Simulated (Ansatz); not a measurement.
`B[C@H]1C[Si@H]1Cl` + NH₃ → `BN` + `Cl[SiH]1CC1` at 298.15 K and 1 bar (ligand exchange at a B–C bond).

Computed with Ansatz on PBE0-D4/def2-TZVP structures; ΔE is electronic, products minus reactants. CCSD(T)/CBS is the MP2 limit (def2-TZVPP, def2-QZVPP) plus CCSD(T) − MP2 in def2-TZVPP, frozen cores. This one scheme is used for every species.

| species | CCSD(T)/CBS energy (Eh) | H − E (kJ/mol) | S (J/(mol·K)) |
| --- | --- | --- | --- |
| `B[C@H]1C[Si@H]1Cl` | -853.37269 | 217.2 | 334.5 |
| NH₃ | -56.50880 | 100.5 | 192.4 |
| `BN` | -81.93499 | 137.2 | 228.1 |
| `Cl[SiH]1CC1` | -827.98104 | 182.7 | 305.7 |

H − E and S are ideal-gas, rigid-rotor, harmonic terms from PBE0-D4/def2-TZVP, for one conformer and one mirror image of each species. 1 Eh = 2625.50 kJ/mol, R = 8.31446 J/(mol·K).

Problem. By hand: ΔE, ΔH, ΔS and ΔG.

Solution. ΔE = (-81.93499) + (-827.98104) − (-853.37269) − (-56.50880) = -0.03454 Eh = -90.7 kJ/mol. Δ(H − E) = 137.2 + 182.7 − 217.2 − 100.5 = 2.2, so ΔH = -88.5 kJ/mol. ΔS = 228.1 + 305.7 − 334.5 − 192.4 = 6.9 J/(mol·K). ΔG = -88.5 − 298.15 × (6.9)/1000 = -90.6 kJ/mol.

Problem. By hand: the equilibrium constant, and the temperature at which ΔG would vanish if ΔH and ΔS stayed fixed.

Solution. log₁₀ K = −ΔG/(RT ln 10) = 15.9. ΔH and −TΔS have one sign here, so there is no such temperature.

The number of gas molecules stays the same, so ΔS is small and ΔH decides. A doubt of 5 kJ/mol in ΔE shifts log₁₀ K by 0.9 here. Other conformers and mirror images would add mixing entropy, several J/(mol·K) or more a flexible species. These are equilibria of isolated gas molecules and say nothing of rates. Largest T1 diagnostic: 0.012 (customary marks: 0.02 for closed shells, 0.045 for open ones).

ΔS is within the doubt of such terms, so its sign, and with it that verdict, could turn.
